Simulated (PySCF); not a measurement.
Stepwise substitution at one centre (Al CH3-I). All species are isolated molecules in the gas phase. Strings in code marks are SMILES.

The numbers are results of PBE0-D3(BJ)/def2-TZVP run with PySCF, not measurements. 

| species | dipole moment (D) | LUMO (eV) |
|---|---|---|
| 0 of 3 CH3 replaced by I | 0.00 | -0.35 |
| 1 of 3 CH3 replaced by I | 2.15 | -0.96 |
| 2 of 3 CH3 replaced by I (`[CH3][Al]([I])[I]`) | (withheld) | -1.47 |
| 3 of 3 CH3 replaced by I (`[I][Al]([I])[I]`) | (withheld) | -1.92 |

**Question.** Fill in the missing entries.

**Answer.** 
- 2 of 3 CH3 replaced by I (`[CH3][Al]([I])[I]`), dipole moment (D): 1.66
- 3 of 3 CH3 replaced by I (`[I][Al]([I])[I]`), dipole moment (D): 0.00
